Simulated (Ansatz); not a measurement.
The cluster Ag2H3⁻. The state is a singlet with charge -1. Geometry r2SCAN-D4/def2-TZVPD, basis def2-TZVPD, Ansatz.

| atom | x (Å) | y (Å) | z (Å) |
| --- | --- | --- | --- |
| Ag1 | -0.7119 | -0.8918 | -0.8437 |
| Ag2 | 0.8934 | 0.8324 | 0.7231 |
| H3 | 1.0679 | 1.9246 | 1.9519 |
| H4 | 0.9277 | -0.3037 | -0.6162 |
| H5 | -2.1771 | -1.5614 | -1.2151 |

```csv
run,HOMO (eV),LUMO (eV)
A,-2.04,3.36
B,-1.20,3.10
C,-0.95,2.88
D,-1.26,2.61
E,-1.03,2.80
F,-1.60,3.28
```

In the def2 sets Ag takes a core potential; there is no spin–orbit coupling. The structure comes from a short search, and lower isomers may exist.

Question: The runs used LDA (SPW92), PBE, PBE0, r2SCAN, r2SCANh, revPBE. Estimate which is which.

Answer: A PBE0 (25 % exact exchange); B r2SCAN (0 % exact exchange); C revPBE (0 % exact exchange); D LDA (SPW92) (0 % exact exchange); E PBE (0 % exact exchange); F r2SCANh (10 % exact exchange). Exact exchange lowers occupied and raises empty levels; among semilocal functionals meta-GGAs tend to open the gap a little, and such runs are hard to tell apart. The gap grows from 3.83 eV (PBE) to 5.41 eV (PBE0).
